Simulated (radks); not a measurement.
The numbers below are computed, except where a source is named.
Excited configurations of the holmium ion Ho2+: one electron is placed in a higher orbital outside [Xe] 4f10. The ground configuration is [Xe] 4f11. Level of theory: Dirac Kohn-Sham, PBE, spin-unpolarised, spherical densities, finite nucleus; open shells fill j = l - 1/2 first; Fermi nuclear charge, rms radius 5.2022 fm (a radial shooting solver on a logarithmic mesh with Libxc functionals). Excitation = E - E(ground); binding = E(ion) - E, where the ion is the core of charge +3; n* = 3/sqrt(2 binding) in atomic units, and the quantum defect is n - n*.

outer orbital,excitation (eV),binding (eV),n*,<r> (bohr)
5d3/2,5.178,20.163,2.464,2.290
5f5/2,17.432,7.909,3.935,5.704
6s1/2,5.245,20.096,2.468,3.207
6p1/2,9.615,15.726,2.790,3.772
6d3/2,15.645,9.696,3.554,5.563
6f5/2,20.043,5.297,4.808,9.776
7s1/2,15.097,10.244,3.457,6.181
7p1/2,16.708,8.633,3.766,7.041
7d3/2,19.337,6.004,4.516,9.551
7f5/2,21.604,3.737,5.724,14.85

The Delta-SCF ionisation energy is 25.341 eV (NIST Atomic Spectra Database: 22.79 eV, semi-empirical). Self-interaction in the functional shifts the binding energies and quantum defects, so they are the method's values and not measured ones. Spin polarisation and multiplet splitting are left out, so open shells lie too high by an amount that depends on their filling.

Beside tabulated values, note that spin-unpolarised runs miss the spin-polarisation part of the exchange energy of open shells.
